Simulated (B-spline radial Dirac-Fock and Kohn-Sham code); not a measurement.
# What relativity does to the binding energies of As⁵⁺

System: the As⁵⁺ ion, 1s2 2s2 2p6 3s2 3p6 3d10.

Both columns are ΔSCF binding energies of the configuration average from a B-spline atomic structure program: non-relativistic Hartree-Fock with a point nucleus, and Dirac-Fock with a finite nucleus and the Coulomb interaction alone, averaged over the two j levels with weights 2j+1.

| shell | Hartree-Fock (eV) | Dirac-Fock (eV) | shift (eV) | shift (%) |
| --- | --- | --- | --- | --- |
| 1s | 11794.1 | 11973.5 | +179.43 | +1.52 |
| 2s | 1578.0 | 1618.6 | +40.53 | +2.57 |
| 2p | 1408.7 | 1418.4 | +9.70 | +0.69 |
| 3s | 280.6 | 287.6 | +7.03 | +2.51 |
| 3p | 222.5 | 224.4 | +1.87 | +0.84 |
| 3d | 120.1 | 119.3 | -0.78 | -0.65 |

Relativity binds 1s, 2s, 2p, 3s, 3p more strongly, among those listed most of all 2s in relative terms, and 3d more weakly, because the contracted s and p shells screen the nucleus better.

Values without a named source are computed, but for edge energies of neutral atoms, which are taken from tables.
